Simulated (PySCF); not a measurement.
## Relaxation of doublet ZrOF

Method: UPBE0/[Zr def2-TZVP with ECP28, O def2-TZVP, F def2-TZVP], scalar-relativistic core potentials, density fitting, no spin–orbit coupling, PySCF. A (50,194) grid was used.

A start displaced from a saddle point along its imaginary mode, of Cs symmetry, held to at least that symmetry:

```xyz
3
charge 0 multiplicity 2, angstrom
Zr   -0.0014   -0.0396   -0.0872
O     0.0042    0.1199   -1.8534
F     0.0030    0.0866    1.9730
```

Problem. What forces act on the atoms at the start (eV/Å)?

Solution. 
| atom | Fx | Fy | Fz |
| --- | --- | --- | --- |
| Zr1 | -0.02 | -0.37 | -0.20 |
| O2 | 0.01 | 0.18 | 0.48 |
| F3 | 0.01 | 0.19 | -0.28 |

Problem. What does it relax to?

Solution. It ends at Cs with Zr–F 1.908 Å, Zr–O 1.725 Å; F–Zr–O 108.1° (after a last refinement on a finer grid). A frequency run shows a minimum. Other isomers or separated fragments may lie lower.

Problem. How much energy is released, and in how many steps?

Solution. 112.6 kJ/mol in 10 steps.

With open d or f shells other occupations or spin states may lie lower.

The relaxation took 28 s on 4 threads of a shared Arm Neoverse V2 host, with 102 basis functions and 11 gradients; the process peaked at 0.94 GiB. Launch command: `OMP_NUM_THREADS=4 python axn.py task.json out`.
